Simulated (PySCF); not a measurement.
Geometry:
| atom | x (Å) | y (Å) | z (Å) |
| --- | --- | --- | --- |
| O1 | 1.499 | 0.234 | -1.631 |
| C2 | 1.889 | 0.062 | -0.510 |
| C3 | 1.100 | 0.360 | 0.730 |
| S4 | -0.166 | 1.658 | 0.541 |
| C5 | -1.552 | 0.544 | 0.088 |
| C6 | -1.007 | -0.825 | -0.255 |
| S7 | 0.262 | -1.244 | 0.977 |
| H8 | 2.851 | -0.436 | -0.290 |
| H9 | 1.722 | 0.577 | 1.595 |
| H10 | -2.066 | 0.989 | -0.763 |
| H11 | -2.223 | 0.505 | 0.947 |
| H12 | -1.776 | -1.593 | -0.207 |
| H13 | -0.536 | -0.829 | -1.240 |

Geometry: GFN2-xTB; GIAO shifts from PySCF 2.14.0 with density-fitted response routines, gas phase, non-relativistic, averaged over equivalent atoms.

At B3LYP/6-31G* (118 basis functions, 14 s wall time on 1 thread of an Intel Xeon Platinum 8488C, shared host):
```csv
atoms,δ (ppm)
O1,512.1
C2,167.5
C3,62.7
C5/C6,38.5
H8,9.31
H9,4.47
H10/H13,3.02
H11/H12,3.00
```

Shifts are taken against calculated references (same method and geometry level): H2O for $^{17}$O (σ = 323.15 ppm); TMS for $^{13}$C (σ = 191.90 ppm) and $^{1}$H (σ = 32.51 ppm).

Q: Estimate the result of repeating the calculation with PBE0/pcSseg-1.

A: 
```csv
atoms,δ at PBE0/pcSseg-1,change
O1,593.7,+81.6
C2,185.3,+17.8
C3,65.9,+3.2
C5/C6,41.4,+2.9
H8,9.30,-0.01
H9,4.52,+0.05
H10/H13,3.05,+0.03
H11/H12,3.07,+0.07
```

δ = σ(ref) − σ, references computed at the same level: H2O for $^{17}$O (336.08 ppm); $^{13}$C (186.93 ppm) and $^{1}$H (31.72 ppm) against TMS.

The largest change is at O1 (aldehyde oxygen). Cost: 163 basis functions, 25 s wall time on 1 thread of an Intel Xeon Platinum 8488C, shared host. The order of the carbon signals is the same at both levels.

Unscaled 17O shifts of doubly bonded oxygen tend to come out too high, by tens of ppm or more. Experimental scales use liquid or dissolved standards, which lie at an offset from isolated H2O (liquid H2O: subtract about 36 ppm).
